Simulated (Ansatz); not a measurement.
Isolated molecules relaxed with PBE0-D4/def2-TZVP in Ansatz; ΔE leaves out vibrations. CCSD(T)/CBS adds triple-zeta CCSD(T) − MP2 to the extrapolated MP2 energy (def2 sets, frozen cores). This one scheme is used for every species. DFT in def2-TZVPP. B3LYP here is the variant with VWN-RPA as its local correlation; programs differ in this. For Br outer-core shells are correlated without core-valence functions, which leaves a few kJ/mol of doubt a bond. Scalar relativity is left out up to krypton. Each species was taken in one conformer, which may not be the lowest.

Consider the formal exchange of groups at the Si–O bond: `N[SiH](O)Br` + `C=O` → `N[SiH](Br)C=O` + H₂O.

**Question.** Is it downhill or uphill in electronic energy at CCSD(T)/CBS, and by how much? (An estimate is asked.)

**Answer.** The calculation gave: Uphill: ΔE = +118.4 kJ/mol.

**Question.** What do these levels give: r2SCAN-D4, PBE, r2SCAN, B3LYP, MP2/def2-TZVPP, SCS-MP2/def2-TZVPP? (An estimate is asked.)

**Answer.** Ansatz gave: r2SCAN-D4 118.1, PBE 106.6, r2SCAN 119.0, B3LYP 121.5, MP2/def2-TZVPP 124.3, SCS-MP2/def2-TZVPP 126.6 kJ/mol.

Largest T1 diagnostic among the species: 0.015.

The D4 term adds −4.3 kJ/mol with B3LYP and −2.6 kJ/mol with PBE0; it sums over pairs of atoms, weighted by their polarisabilities, and B3LYP, whose exchange is more repulsive, gets the larger term. From PBE to PBE0 (25 % exact exchange), in def2-TZVPP and without D4, ΔE moves by +7.7 kJ/mol.
